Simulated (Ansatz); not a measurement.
`C[SiH](Cl)[SbH2]` + `BS` → `BS[SiH](C)Cl` + stibine at 500 K and 1 bar (cleavage of the Si–Sb bond).

Gas-phase electronic energies from Ansatz, PBE0-D4/def2-TZVP geometries. CCSD(T)/CBS is the MP2 limit (def2-TZVPP, def2-QZVPP) plus CCSD(T) − MP2 in def2-TZVPP, frozen cores. This one scheme is used for every species. def2 core potentials past Kr. For Sb outer-core shells are correlated without core-valence functions, which leaves a few kJ/mol of doubt a bond. Each species was taken in one conformer, which may not be the lowest.

```csv
species,CCSD(T)/CBS energy (Eh),H − E (kJ/mol),S (J/(mol·K))
`C[SiH](Cl)[SbH2]`,-1030.59494,210.0,444.9
`BS`,-424.38198,102.0,273.9
`BS[SiH](C)Cl`,-1213.19788,238.1,443.7
`[SbH3]`,-241.78682,70.2,256.6
```

H − E and S are ideal-gas, rigid-rotor, harmonic terms from PBE0-D4/def2-TZVP, for one conformer and one mirror image of each species. 1 Eh = 2625.50 kJ/mol, R = 8.31446 J/(mol·K).

By hand: ΔE, ΔH, ΔS and ΔG.

ΔE = (-1213.19788) + (-241.78682) − (-1030.59494) − (-424.38198) = -0.00778 Eh = -20.4 kJ/mol. Δ(H − E) = 238.1 + 70.2 − 210.0 − 102.0 = -3.7, so ΔH = -24.1 kJ/mol. ΔS = 443.7 + 256.6 − 444.9 − 273.9 = -18.5 J/(mol·K). ΔG = -24.1 − 500 × (-18.5)/1000 = -14.9 kJ/mol.

By hand: the equilibrium constant, and the temperature at which ΔG would vanish if ΔH and ΔS stayed fixed.

log₁₀ K = −ΔG/(RT ln 10) = 1.6. ΔG = 0 at ΔH/ΔS = 1303 K, though so small a ΔS makes that figure unsure.

TΔS isn't small against ΔH here. A doubt of 5 kJ/mol in ΔE shifts log₁₀ K by 0.5 here. Other conformers and mirror images would add mixing entropy, several J/(mol·K) or more a flexible species. Modes under 60 cm⁻¹, often nearly free rotors, make the harmonic entropy too high. These are equilibria of isolated gas molecules and say nothing of rates. Largest T1 diagnostic: 0.015 (customary marks: 0.02 for closed shells, 0.045 for open ones).
